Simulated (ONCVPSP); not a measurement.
I: one change to an ONCV potential, before and after

ONCVPSP 4.0.1 input, shortened (lines: element, Z, core and valence counts, functional; n l f; lmax; l rc ep ncon nbas qcut; lloc lpopt rc5 dvloc0; l nproj debl; icmod fcfact rcfact), PBEsol, scalar-relativistic:

```
  I 53.00    9    2  -116133      upf
    1    0    2.00
    2    0    2.00
    2    1    6.00
    3    0    2.00
    3    1    6.00
    3    2   10.00
    4    0    2.00
    4    1    6.00
    4    2   10.00
    5    0    2.00
    5    1    5.00
    1
    0    1.75    0.00    4    8    3.20
    1    2.20    0.00    5    8    3.30
    4    5    1.50    0.00
    0    2    1.30
    1    2    0.50
    3    4.25    1.10
```

Change: local potential polynomial inside 1.30 bohr (lpopt 5, dvloc0 2 Ha).

Cutoffs: the cutoffs (Ha) at which the residual kinetic energy of the hardest occupied pseudo-wave falls to 1 and 0.1 mHa per electron; they do not see the model core or the augmentation charge, which bear on the density cutoff. Errors are all-electron minus pseudo energies relative to the spin-unpolarised reference configuration.

Task: What does the change do?

Result: The potential gets neither clearly harder nor softer (41 Ha and 55 Ha → 41 Ha and 55 Ha); a bound ghost appears in s, which as a rule spoils a file; the lowest positive-energy flag moves from s at 14.2 eV to p at 78.8 eV; the errors of the 4 common tests hardly move. In the separable form a ghost depends on how the local part lies against the semilocal potential of the channel, so the choice of the local part can create or remove one.

| quantity | base | changed |
| --- | --- | --- |
| cutoff, loose | 41 Ha | 41 Ha |
| cutoff, tight | 55 Ha | 55 Ha |
| bound ghosts | none | s |
| GHOST(+) flags under 300 eV | s at 14.2 eV | p at 78.8 eV |
| error for 5s2 5p4, meV [ΔE 11.15 eV] | -5.9 | -5.9 |
| error for 5s2 5p3, meV [ΔE 31.04 eV] | -25 | -25 |
| error for 5s2 5p2, meV [ΔE 60.42 eV] | -64 | -64 |
| error for 5s2 5p1, meV [ΔE 99.92 eV] | -130 | -130 |
| s: phases at 1.77 bohr within 0.05 rad from the reference energy up to (Ha; the scan ends near 5) | to the end of the scan | 5.0 |
| p: phases at 2.24 bohr within 0.05 rad from the reference energy up to (Ha; the scan ends near 5) | 2.4 | 2.3 |
| rms error of d²Exc/dni dnj with the model core, mHa | 2.36 | 2.36 |

 A true bound ghost makes a file unfit for plane-wave use even where its test errors are small: the radial tests pick states by their node count and pass the ghost by.
